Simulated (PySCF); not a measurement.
A structure optimised at B3LYP-D3(BJ)/def2-SVP, used in a PySCF frequency run:

```
In
Br 1 2.3957
Br 1 2.3957 2 180.00
```
Charge +1, spin multiplicity 1.

Write its SMILES, formula and point group.

[Br][In+][Br], Br₂In, D∞h

What are its rotational constants (standard atomic weights)?

0.55099 GHz (linear rotor, B only)
